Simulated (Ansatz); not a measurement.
silene (SMILES C=[SiH2]) moved off its minimum; all values from Ansatz (an electronic-structure program), cores frozen in correlated methods.
(charge 0, multiplicity 1)
```xyz
6

C     -1.02779    -0.03131     0.10954
Si     0.48265    -0.07617    -0.06168
H     -1.82859     0.63673     0.09632
H     -1.81253    -0.81656    -0.01542
H      1.47247    -1.19531    -0.19913
H      1.18510     1.13167    -0.06860
```

Give the forces (eV/Å), the total energy and the dipole at CCSD(T)/aug-cc-pV(T+d)Z.


```
atom       Fx      Fy      Fz
----  -------  ------  ------
C1    -10.644  -2.191   0.311
Si2     8.934  -1.135  -1.013
H3     -0.176   2.693   0.299
H4      1.481  -0.900   0.283
H5     -0.619   0.010   0.071
H6      1.024   1.523   0.049
```
Energy -329.3794 hartree, dipole 0.44 D.
